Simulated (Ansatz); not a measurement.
The cluster PtAu₂, relaxed as a triplet with UKS B3LYP-D4/def2-TZVP in Ansatz, starting from the B3LYP-D4/def2-TZVP geometry of the neutral singlet. Force threshold 0.02 eV/Å.

In the def2 sets Au, Pt take a core potential; there is no spin–orbit coupling. At B3LYP-D4/def2-TZVP a singlet of charge 0 lies 0.82 eV below the triplet, each at its own geometry. The structure comes from a short search, and lower isomers may exist.

Start:

```xyz
3

Pt   -1.205   -0.740   -0.224
Au    0.904   -0.461    1.236
Au    0.301    1.201   -1.013
```

Task: Estimate the energy that the relaxation releases and the steps that it takes.

Result: 1.0 kcal/mol, in 6 steps; 50 s on 2 threads of Arm Neoverse V1 on a shared host. No frequencies were taken in this run, so the end may be a saddle point.

Task: Does the start keep its bonding and symmetry?

Result: By distances, no bond broke or formed. The bond that changes most is Pt1–Au3, from 2.58 to 2.62 Å (atoms count from 1). Point group C2v at the start, Cs at the end, both within 0.05 Å.

Task: Predict the relaxed structure.

Result: 
```xyz
3

Pt   -1.2168   -0.7512   -0.2210
Au    0.9086   -0.4664    1.2453
Au    0.3082    1.2176   -1.0243
```
Bond lengths (bridged metal pairs left out): 2 × Au–Pt 2.60 to 2.62 Å; 1 × Au–Au 2.89 Å.
